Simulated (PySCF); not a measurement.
Diatomics of Mn with the halogens

PBE0 with triple-zeta basis sets in PySCF, for the lowest determinant that a PBE0 search found; no spin–orbit coupling. De refers to high-spin ground-configuration atoms. A positive dipole means M(−)Mn(+).

```csv
M,basis,state (unpaired electrons),Re (Å),ωe (cm⁻¹),De (eV),μ (D)
F,def2-TZVPP,"septet (σ ↑↑, π ↑↑, δ ↑↑)",1.829,621,4.81,2.57
Cl,x2c-TZVPPall,"septet (σ ↑↑, π ↑↑, δ ↑↑)",2.231,384,3.77,2.82
Br,def2-TZVPP,"septet (σ ↑↑, π ↑↑, δ ↑↑)",2.390,285,3.40,2.96
I,x2c-TZVPPall,"septet (σ ↑↑, π ↑↑, δ ↑↑)",2.593,237,2.77,2.86
```

Task: By what factor does the bond length vary along the series?

Result: At PBE0 it runs from 1.829 Å (MnF) to 2.593 Å (MnI), a factor of 1.42.

The rows differ in basis set, which adds steps of its own.

Down a group the atoms grow and get heavier, so bonds lengthen and wavenumbers fall; this series shows no clear exception.

The metal atom is held in its measured ground configuration; semilocal functionals can put another filling of s and d lower by some tenths of an eV, and De to that atom would be smaller. These are scalar-relativistic numbers at best; spin–orbit coupling would shift them, the dissociation energy most. The state is the lowest single determinant that the PBE0 search found; with open d or f shells the true ground state can be another one.
